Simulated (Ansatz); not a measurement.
```xyz
9

S     0.0139    0.0358    1.2221
C    -0.0428    1.2141   -0.0114
C    -0.0292   -1.2433   -0.0505
C     0.0189    0.7335   -1.2301
C    -0.0004   -0.6701   -1.3001
H     0.0395    2.2805    0.2222
H     0.0233   -2.3190    0.1657
H    -0.0264    1.3481   -2.1539
H     0.0394   -1.2966   -2.2041
```

Basis set: cc-pVDZ (spherical functions). Frozen core: 9 orbitals. Charge 0, multiplicity 1.

Computed with Ansatz (development build ahead of 0.2.0); each method stands on the lowest determinant of its kind that the runs found. Restricted open shells among the atoms or ions are ROHF, correlated in semicanonical orbitals with singles.

The atomization energy at this shape (free ground-state atoms in the same class of orbitals less the molecule, no zero-point energy) of singlet C₄H₄S:

```csv
method,atomization energy
RHF,29.70 eV
```

**Question.** What does RHF-MP2 give?

**Answer.** 39.23 eV. Caution: the shape is not the minimum.
